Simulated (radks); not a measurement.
The numbers below are computed, except where a source is named.
Spherical quantum dot in the effective-mass picture: electrons in a hard-walled sphere of radius 4.18, all in effective atomic units (hartree* = m*/eps^2 hartree, bohr* = eps/m* bohr), one dielectric constant everywhere. Level of theory: non-relativistic Kohn-Sham, r2SCAN, spin-polarised, spherical densities, generalised Kohn-Sham scheme (a radial shooting solver with Libxc functionals). Levels are named by radial order and angular momentum (1s, 1p, 1d, 2s, ...), and open shells are averaged over m.

N = 11, configuration 1s2 1p6 1d(up 3, down 0). This is the lowest configuration that the search found. Occupied levels:

| level | occupation | eigenvalue (hartree*) | <r> (bohr*) |
|---|---|---|---|
| 1s up | 1 | 3.5842 | 2.668 |
| 1s down | 1 | 3.6385 | 2.618 |
| 1p up | 3 | 3.7629 | 2.812 |
| 1p down | 3 | 3.8300 | 2.786 |
| 1d up | 3 | 4.0600 | 2.928 |

Energy (hartree*): total 23.7635, kinetic 7.7774, external 0, Hartree 19.669, exchange-correlation -3.6827.
